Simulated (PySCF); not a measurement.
A structure optimised at PBE-D3(BJ)/def2-SVP, used in a PySCF frequency run:

```
N
C 1 1.4474
H 2 1.1097 1 111.26
H 2 1.1186 3 107.18 1 123.02
H 2 1.1186 3 107.18 4 113.97
C 1 1.4489 2 113.02 3 180.00
H 6 1.1099 1 110.91 2 180.00
H 6 1.1186 7 107.36 1 122.90
H 6 1.1186 7 107.36 8 114.19
Al 1 1.8027 2 124.67 3 0.00
N 10 1.7873 1 120.35 2 0.00
H 11 1.0217 10 127.37 1 0.00
H 11 1.0221 12 109.53 10 180.00
H 10 1.5924 11 120.44 12 180.00
```
Charge 0, spin multiplicity 1.

**Question.** Write its SMILES, formula and point group.

**Answer.** C[N](C)[AlH][NH2], C2H9AlN2, Cs

**Question.** What are its rotational constants (standard atomic weights)?

**Answer.** 6.9985, 2.4350, 1.8493 GHz
